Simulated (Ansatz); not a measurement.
Reaction (substitution at a C–B bond): `CB(C)N[SiH3]` + `[NH]=[Nb]([OH])([OH])[F]` → `C[O][Nb](=[NH])([OH])[F]` + `CBN[SiH3]`

Computed with Ansatz on PBE0-D4/def2-TZVP structures; ΔE is electronic, products minus reactants. CCSD(T)/CBS is the MP2 limit (def2-TZVPP, def2-QZVPP) plus CCSD(T) − MP2 in def2-TZVPP, frozen cores. Functionals use def2-TZVPP. B3LYP here is the variant with VWN-RPA as its local correlation; programs differ in this. def2 core potentials past Kr. For Nb outer-core shells are correlated without core-valence functions, which leaves a few kJ/mol of doubt a bond. One conformer a species, not always the lowest.

```tsv
level	ΔE (kJ/mol)	difference from CCSD(T)/CBS
B3LYP-D4	82.7	-7.3
BHLYP-D4	83.5	-6.5
r2SCAN	90.3	0.3
r2SCANh	91.2	1.2
CAM-B3LYP	82.8	-7.2
HF/def2-SVP	68.4	-21.6
MP2/def2-SVP	77.9	-12.1
MP2/def2-TZVPP	90.7	0.7
CCSD/def2-TZVPP	87.2	-2.8
MP2/def2-QZVPP	92.3	2.3
CCSD(T)/CBS	90.0	0
```

Largest T1 diagnostic among the species: 0.021, so the coupled-cluster value is less sure than usual.

From BLYP to BHLYP (50 % exact exchange), in def2-TZVPP and without D4, ΔE moves by +5.7 kJ/mol. Leaving LDA and LC-ωPBE aside and taking each functional with its dispersion term where it has one, the values, not all of them listed here, spread over 12.8 kJ/mol, from BLYP-D4 to r2SCAN0-D4. LDA lies +5.6 kJ/mol from PBE without D4.
